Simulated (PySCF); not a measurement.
SrF (doublet state).
Structure used (PBE0-D3(BJ)/def2-SVP), in Å, numbered top down from 1:
```xyz
2
SrF angstrom
F      1.0529   -0.0474    0.0088
Sr    -1.0352    0.0186   -0.0209
```

Computed with PBE0-D3(BJ)/def2-SVP geometry optimisation, gas phase, def2 core potentials past Kr (PySCF 2.14.0).

Take the most abundant isotopes and a rigid rotor. 

Question: What are the moment of inertia and the rotational constant?

Answer: I = 68.199 u·Å², B = 505379 MHz·u·Å²/I = 7410 MHz (0.2472 cm⁻¹, or 0.356 K as hB/k). For two atoms I = μr² with μ = 15.6221 u and r = 2.0894 Å.

If the electronic state has orbital angular momentum about the axis (Π, Δ; not determined here), the simple ladder of levels BJ(J+1) doesn't apply.

No frequency check. ⟨S²⟩ = 0.750 (exact for a doublet: 0.75). Constants of a rigid frame at the computed geometry: no zero-point averaging, no centrifugal distortion.

Hardware: an Intel Xeon Platinum 8259CL at 2.50 GHz with one thread, no GPU, shared host. Cost: 6.2 s wall, 0.25 GiB resident at most. This is the geometry optimisation.
